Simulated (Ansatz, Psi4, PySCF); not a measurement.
ClSr, charge +1, singlet, at a GFN2-xTB geometry (such geometries of metal compounds can be far from the true shape) (core potentials on Sr). Base run: R2SCAN/def2-TZVP (PySCF).

Here is a job for PySCF.
```python
from pyscf import gto, scf, dft

mol = gto.Mole()
mol.atom = '''
    Sr   -0.00000000   -0.00000000   -0.76811428
    Cl    0.00000000    0.00000000    1.71696133
'''
mol.basis = 'def2-tzvp'
mol.ecp = {'Sr': 'def2-tzvp'}
mol.charge = 1
mol.verbose = 4
mol.build()

mf = dft.RKS(mol)
mf.xc = 'r2scan'
mf.kernel()
```

The same geometry, method and basis name were run in Ansatz (a first-principles code) and Psi4 and PySCF, at each program's defaults and at the settings that a row names. The base is PySCF at its defaults. Differences at the defaults can come from grids, fitting, cores and function types together.

```csv
code and settings,ΔE vs base (mEh),basis functions,E (Eh),SCF cycles
"PySCF, defaults (exact integrals, its default grid, spherical functions)",0.000,70,-490.77103,9
"Psi4, defaults (density fitting with its default set, its default grid, spherical functions)",-0.032,70,-490.77106,9
"Ansatz, defaults (factorised integrals, its default grid, spherical functions)",0.044,70,-490.77098,-
"PySCF, density fitting with def2-universal-jkfit",-0.051,70,-490.77108,9
"PySCF, fine grid",0.062,70,-490.77097,9
"Psi4, exact integrals, spherical functions, fine grid",0.133,70,-490.77090,11
"Ansatz, high accuracy",0.044,70,-490.77098,-
```
